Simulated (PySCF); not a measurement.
# Relaxation of doublet TcOI₂

All numbers come from UPBE/[Tc def2-SVP with ECP28, O def2-SVP, I def2-SVP with ECP28], scalar-relativistic core potentials, density fitting, no spin–orbit coupling, PySCF. A (50,194) grid was used.

A hand-made T-shaped (ligand arrangement 2) start, of C2v symmetry, held to at least that symmetry:

```xyz
4
charge 0 multiplicity 2, angstrom
Tc    0.0000    0.0000   -0.1395
O     0.0000    0.0000    1.6305
I     2.6084    0.0000   -0.0484
I    -2.6084    0.0000   -0.0484
```

Optimiser trace:
```json
{"step": "0", "E − E(last) (kJ/mol)": "174.05", "largest gradient (Eh/bohr)": "0.12934"}
{"step": "1", "E − E(last) (kJ/mol)": "94.37", "largest gradient (Eh/bohr)": "0.01983"}
{"step": "2", "E − E(last) (kJ/mol)": "63.31", "largest gradient (Eh/bohr)": "0.03391"}
{"step": "3", "E − E(last) (kJ/mol)": "35.22", "largest gradient (Eh/bohr)": "0.01706"}
{"step": "4", "E − E(last) (kJ/mol)": "21.57", "largest gradient (Eh/bohr)": "0.01619"}
{"step": "5", "E − E(last) (kJ/mol)": "6.40", "largest gradient (Eh/bohr)": "0.00872"}
{"step": "6", "E − E(last) (kJ/mol)": "0.37", "largest gradient (Eh/bohr)": "0.00247"}
{"step": "7", "E − E(last) (kJ/mol)": "0.01", "largest gradient (Eh/bohr)": "0.00058"}
{"step": "8", "E − E(last) (kJ/mol)": "0.00", "largest gradient (Eh/bohr)": "0.00046"}
{"step": "9", "E − E(last) (kJ/mol)": "0.00", "largest gradient (Eh/bohr)": "0.00003"}
```

It ends at C2v with Tc–I 2.563 Å (×2), Tc–O 1.637 Å; I–Tc–I 118.1°, I–Tc–O 121.0° (×2) (after a last refinement on a finer grid). A frequency run shows a minimum.

Open d and f shells are described by one determinant, and the ground state may have another occupation or spin. Spin–orbit coupling, left out here, can matter for elements this heavy.

The relaxation took 56 s on 2 threads of a shared Arm Neoverse V1 host, with 97 basis functions and 10 gradients.
